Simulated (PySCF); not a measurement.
Job file and geometry (Å, from GFN2-xTB) of an NMR shielding run on `B1NCCN1C1CCC1`, C₆H₁₃BN₂, GIAO PBE0/pcSseg-1 NMR shielding, non-relativistic, gas phase in PySCF; density fitting, a coarse starting grid and PySCF grid level 2 are the driver's defaults:

```
$ OMP_NUM_THREADS=1 python probes_run.py task.json out

{"job": {"kind": "nmr", "xc": "PBE0", "basis": "pcSseg-1"}, "charge": 0, "multiplicity": 1}
B      1.030951     0.091535     1.438811
N      2.413824     0.259007     1.275047
C      2.840466     0.032296    -0.087912
C      1.533316    -0.290589    -0.833315
N      0.494501    -0.245289     0.182523
C     -0.828843    -0.506947    -0.284766
C     -1.543279     0.619633    -1.077219
C     -2.815252     0.343484    -0.264789
C     -1.983480    -0.479168     0.729953
H      0.464340     0.207107     2.449668
H      3.123059     0.476896     1.951127
H      3.551875    -0.802598    -0.149002
H      3.332820     0.921286    -0.504731
H      1.328739     0.441470    -1.625615
H      1.567671    -1.284703    -1.300704
H     -0.831709    -1.442967    -0.863781
H     -1.110399     1.592521    -0.853548
H     -1.615678     0.491750    -2.155500
H     -3.323107     1.215552     0.141488
H     -3.534660    -0.263719    -0.811206
H     -1.720479     0.088548     1.616519
H     -2.385086    -1.445718     1.026104
```

Task: What does the program print?

Result: 
```
coarse grid: 17792 points
cycle   1  E = -370.2505706980  dE =  1.334e+00  |g| = 4.791e-01  |ddm| = 4.166e+00
cycle   2  E = -370.2371498760  dE =  1.342e-02  |g| = 5.591e-01  |ddm| = 9.784e-01
cycle   3  E = -370.3103449042  dE = -7.320e-02  |g| = 5.677e-02  |ddm| = 5.544e-01
cycle   4  E = -370.3108833890  dE = -5.385e-04  |g| = 2.520e-02  |ddm| = 5.550e-02
cycle   5  E = -370.3110159399  dE = -1.326e-04  |g| = 6.703e-03  |ddm| = 2.089e-02
cycle   6  E = -370.3110249336  dE = -8.994e-06  |g| = 1.561e-03  |ddm| = 6.202e-03
final grid: 170280 points
cycle   7  E = -370.3632685673  dE = -6.267e-05  |g| = 1.079e-02  |ddm| = 4.318e-02
cycle   8  E = -370.3632550226  dE =  1.354e-05  |g| = 1.326e-02  |ddm| = 2.117e-02
cycle   9  E = -370.3632982791  dE = -4.326e-05  |g| = 6.994e-04  |ddm| = 1.159e-02
cycle  10  E = -370.3632983677  dE = -8.863e-08  |g| = 3.191e-04  |ddm| = 7.044e-04
cycle  11  E = -370.3632983876  dE = -1.983e-08  |g| = 6.551e-05  |ddm| = 2.509e-04
cycle  12  E = -370.3632983883  dE = -6.888e-10  |g| = 3.459e-05  |ddm| = 8.628e-05
cycle  13  E = -370.3632983885  dE = -2.585e-10  |g| = 5.310e-06  |ddm| = 3.099e-05
converged SCF energy = -370.3632983885

GIAO shielding tensors (ppm)
atom      isotropic    diamagn.    paramagn.     s11        s22        s33       span
  0 B       79.363     198.024    -118.661     62.033     66.917    109.141     47.108
  1 N      183.688     324.117    -140.428    123.287    180.283    247.495    124.208
  2 C      138.576     247.534    -108.958    113.289    135.596    166.844     53.555
  3 C      134.624     245.618    -110.994    102.886    133.998    166.988     64.103
  4 N      150.138     324.984    -174.845     84.824    157.623    207.969    123.145
  5 C      133.054     241.132    -108.078    113.491    128.000    157.670     44.179
  6 C      153.005     249.755     -96.750    132.056    149.426    177.532     45.476
  7 C      172.385     253.526     -81.140    161.549    172.685    182.922     21.373
  8 C      158.801     249.144     -90.343    142.215    154.638    179.550     37.335
  9 H       27.658      32.681      -5.022     25.283     28.647     29.045      3.761
 10 H       29.384      31.481      -2.097     22.281     27.109     38.763     16.482
 11 H       27.928      28.345      -0.417     23.218     26.240     34.326     11.108
 12 H       27.974      29.002      -1.028     23.552     26.309     34.060     10.507
 13 H       28.233      31.455      -3.222     23.488     28.312     32.900      9.412
 14 H       28.550      30.541      -1.992     24.131     27.283     34.235     10.105
 15 H       28.240      31.564      -3.324     24.121     28.829     31.769      7.648
 16 H       30.107      31.916      -1.809     26.814     29.797     33.710      6.896
 17 H       29.400      31.065      -1.665     25.371     27.838     34.991      9.620
 18 H       29.933      29.372       0.561     25.966     26.861     36.972     11.006
 19 H       29.942      29.965      -0.022     26.852     27.042     35.934      9.081
 20 H       29.190      32.019      -2.829     25.364     29.300     32.906      7.542
 21 H       29.424      30.347      -0.923     25.783     26.712     35.777      9.994
```

Size and cost of the density-fitted run: 218 basis functions, 51 s wall time on 1 thread of an Arm Neoverse V1, shared host; peak memory 1 GiB.
